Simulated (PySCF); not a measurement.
# Ionisation energy of Sn by level of theory

Sn [Kr] 4d10 5s2 5p2 (3P) → Sn⁺ [Kr] 4d10 5s2 5p1 (2P), as a difference of total energies. All numbers are calculated (PySCF 2.14, a scalar-relativistic core potential, in aug-cc-pVDZ-PP with ECP28MDF). Correlated levels: valence: 4s2 4p6 4d10 frozen. The calculations carry no spin-orbit coupling.

```
           method  ionisation energy (eV)  error (eV)
              UHF                   6.858      -0.531
           r2SCAN                   7.409      +0.020
             PBE0                   7.310      -0.079
    MP2 (valence)                   7.087      -0.302
SCS-MP2 (valence)                   7.027      -0.362
   CCSD (valence)                   7.117      -0.272
CCSD(T) (valence)                   7.127      -0.262
```

Reference: 7.389 eV (measured; NIST levels, between the centres of gravity of the two terms).

Errors of the correlated levels include the incompleteness of this basis and the frozen core.
